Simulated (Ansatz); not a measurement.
**Relaxing a trial structure of CH2ClI**

The starting geometry of this gas-phase triplet was optimised with GFN2-xTB as a singlet; its bonds are those of `ClCI`.

```xyz
5

C     0.4999   -2.9858    1.2261
Cl   -1.2084   -2.5378    1.2593
I     0.8703   -4.8631    0.2396
H     1.0495   -2.2239    0.6831
H     0.8539   -3.0839    2.2473
```

Where would you expect an optimisation with B3LYP-D3(BJ)/def2-SVP to take it?

It falls apart into CH2Cl + I. Contacts that open: C1–I3 (2.15 → 3.58 Å).

The energy falls by 2.10 eV over 12 steps:

```tsv
step	E − E(last) (eV)
1	2.095
2	1.027
3	0.458
5	0.050
6	0.006
7	0.003
8	0.001
10	0.000
11	0.000
12	0.000
```

Final geometry (Å):

```xyz
5

C     0.5136   -2.4363    1.5310
Cl   -1.0499   -2.9659    1.0464
I     0.5911   -5.5693   -0.1904
H     1.1132   -1.9083    0.7904
H     0.8973   -2.8147    2.4778
```

No frequencies were run, so the end isn't proven a minimum. Open shells are spin-unrestricted. The triplet needn't be the ground state. Atoms past krypton carry core potentials, without spin–orbit terms. Run with Ansatz 0.2.0, 2 min on 1 thread of Intel(R) Xeon(R) Platinum 8259CL CPU @ 2.50GHz (Skylake/Cascade Lake), on a shared host.
